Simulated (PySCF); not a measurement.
## Exercise with solution: oscillator strength and radiative lifetime

Al(Cl)(Br)(NH2) (AlBrClH2N), SMILES [NH2][Al]([Cl])[Br].

Geometry: PBE0-D3(BJ)/def2-SVP. The structure was generated by enumeration; whether it is a known compound was not checked. One conformer was computed; it need not be the lowest.

TDDFT-PBE0/def2-SVPD (PySCF) puts the first singlet state with f over 0.02 at 6.45 eV (vertical), with the transition dipole (-0.267, 0.330, 0.000) in atomic units.

**Question.** Find the oscillator strength, the wavelength and the radiative lifetime that this transition would have in vacuum if emission retraced absorption.

**Answer.** 
|μ|² = 0.1802 au, so |μ| = 1.08 D. ΔE = 6.45/27.211 = 0.2370 hartree. f = (2/3) ΔE |μ|² = 0.028 (the program prints 0.029).
λ = 1239.84/6.45 = 192 nm; ν = 52023 cm⁻¹.
Einstein's coefficient A = 0.6670 ν² f s⁻¹ (ν in cm⁻¹) = 5.1e7 s⁻¹, so τ = 1/A = 19 ns. This state is S2; the lower singlet has f = 0.016. The figure is the radiative limit of this one transition; relaxation, internal conversion, crossing to triplets and a medium change what is measured.
